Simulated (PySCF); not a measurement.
HMo(OH) + Br₂ → MoBr₂ + H₂O

Level: PBE0 in the def2-TZVP basis family, computed in PySCF with density fitting; scalar-relativistic core potentials for atoms from Rb on, none lighter, no spin–orbit coupling; open shells unrestricted.

```csv
species,state and structure,ZPE (kJ/mol),H(298 K) − H(0) (kJ/mol),S° (J/(mol K))
HMo(OH),"quintet, C1, Mo–H 1.721 Å, Mo–O 1.892 Å, O–H 0.962 Å; H–Mo–O 119.3°, H–O–Mo 121.0°",46.8,12.3,279.4
Br₂,"singlet, D∞h, Br–Br 2.281 Å",2.0,9.7,244.8
MoBr₂,"quintet, C2v, Mo–Br 2.409 Å (×2); Br–Mo–Br 131.5°",3.6,14.5,340.3
H₂O,"singlet, C2v, O–H 0.960 Å (×2); H–O–H 105.1°",56.5,9.9,188.7
```

(1) Is the gas-phase reaction uphill or downhill in electronic energy at this level, and by how much?

(2) Add zero-point, thermal and entropy terms for 298.15 K and 1 bar.

Answers

(1) At PBE0/def2-TZVP, ΔE = -328.7 kJ/mol, downhill. 

(2) ΔZPE = 11.3 and Δ[H(298) − H(0)] = 2.4 kJ/mol give ΔH° = -315.0 kJ/mol. ΔS° = 4.8 J/(mol K), so ΔG° = -315.0 − 298.15 × (0.0048) = -316 kJ/mol.

Open d or f shells are single determinants, so the state found may not be the ground state. Each species is the lowest minimum found with this bonding; other isomers or fragments can lie lower.
